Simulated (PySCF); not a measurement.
Isomers of C6H10O, from PBE0-D3(BJ)/def2-SVP geometry optimisation, gas phase in PySCF. One conformer each, no zero-point energy, no frequencies.

Question: Which isomer lies lower at this level?
A. `[OH:1][C@H:2]1[CH2:3][CH:4]=[CH:5][CH2:6][CH2:7]1` with H–O1–C2–C3 -64°, O1–C2–C3–C4 170°, C2–C3–C4–C5 -14°, C4–C5–C6–C7 -14°, C5–C6–C7–C2 45° (3-cyclohexen-1-ol): A = 4603, B = 2362, C = 1673 MHz, dipole 1.45 D
B. `[CH2:1]=[CH:2][C:3](=[CH2:4])[CH2:5][O:6][CH3:7]` with C1–C2–C3–C4 180°, C2–C3–C5–O6 180°, C3–C5–O6–C7 180°: A = 4974, B = 1556, C = 1203 MHz, dipole 1.20 D

Answer: A. That is 3-cyclohexen-1-ol (`O[C@H]1CC=CCC1`), 35.0 kcal/mol below the other.

```
        SMILES                                      mapped SMILES      E (Eh)  relative (kcal/mol)  relative (kJ/mol)  dipole (D)
O[C@H]1CC=CCC1  [OH:1][C@H:2]1[CH2:3][CH:4]=[CH:5][CH2:6][CH2:7]1  -309.29218                  0.0                0.0        1.45
   C=CC(=C)COC   [CH2:1]=[CH:2][C:3](=[CH2:4])[CH2:5][O:6][CH3:7]  -309.23635                 35.0              146.6        1.20
```

As drawn, the lower has an O–H bond, which the higher lacks.
